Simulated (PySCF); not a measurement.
## ZrO(OH)₂ at several levels of theory

All levels use the PBE0 minimum (singlet; O–H 0.959 Å (×2), Zr–O 1.751 Å, Zr–O 1.964 Å (×2); H–O–Zr 142.0° (×2), O–Zr–O 113.8° (×2), O–Zr–O 118.7°), basis [Zr def2-SVP with ECP28, O def2-SVP, H def2-SVP], scalar-relativistic core potentials, density fitting, no spin–orbit coupling, PySCF. For vertical energies the ionised species is a doublet (spins chosen at PBE0 and kept) and the electron-attached one a doublet. Atomisation goes to high-spin ground-configuration atoms, without zero-point energy. Open shells are unrestricted, also as the reference of the correlated levels. A dash marks a value that was not computed or is not defined at that level.

```json
{"level": "PBE0", "atomisation (kJ/mol)": "2647", "vertical IP (eV)": "10.12", "vertical EA (eV)": "0.73", "−ε(HOMO) (eV)": "7.92", "gap (eV)": "5.65", "dipole (D)": "2.83"}
{"level": "HF", "atomisation (kJ/mol)": "?", "vertical IP (eV)": "?", "vertical EA (eV)": "?", "−ε(HOMO) (eV)": "?", "gap (eV)": "?", "dipole (D)": "?"}
{"level": "MP2", "atomisation (kJ/mol)": "–", "vertical IP (eV)": "?", "vertical EA (eV)": "?", "−ε(HOMO) (eV)": "–", "gap (eV)": "–", "dipole (D)": "–"}
{"level": "PBE", "atomisation (kJ/mol)": "2805", "vertical IP (eV)": "9.75", "vertical EA (eV)": "0.68", "−ε(HOMO) (eV)": "6.29", "gap (eV)": "3.31", "dipole (D)": "2.61"}
{"level": "B3LYP", "atomisation (kJ/mol)": "2656", "vertical IP (eV)": "10.10", "vertical EA (eV)": "0.77", "−ε(HOMO) (eV)": "7.62", "gap (eV)": "5.01", "dipole (D)": "2.80"}
{"level": "r2SCAN", "atomisation (kJ/mol)": "–", "vertical IP (eV)": "9.90", "vertical EA (eV)": "0.72", "−ε(HOMO) (eV)": "6.61", "gap (eV)": "3.99", "dipole (D)": "2.77"}
{"level": "TPSSh", "atomisation (kJ/mol)": "2654", "vertical IP (eV)": "9.86", "vertical EA (eV)": "0.62", "−ε(HOMO) (eV)": "6.97", "gap (eV)": "4.46", "dipole (D)": "2.80"}
{"level": "MN15", "atomisation (kJ/mol)": "–", "vertical IP (eV)": "10.16", "vertical EA (eV)": "0.69", "−ε(HOMO) (eV)": "8.65", "gap (eV)": "7.25", "dipole (D)": "2.90"}
{"level": "M06", "atomisation (kJ/mol)": "–", "vertical IP (eV)": "10.28", "vertical EA (eV)": "0.55", "−ε(HOMO) (eV)": "8.03", "gap (eV)": "5.72", "dipole (D)": "2.81"}
```

(1) Fill in the row of MP2.

(2) Fill in the row of HF.

## Answers

(1) vertical IP (eV) 10.65, vertical EA (eV) 0.45.

(2) atomisation (kJ/mol) 1707, vertical IP (eV) 8.68, vertical EA (eV) 0.44, −ε(HOMO) (eV) 11.79, gap (eV) 11.71, dipole (D) 3.52.

Without diffuse functions attachment energies tend to come out too low.
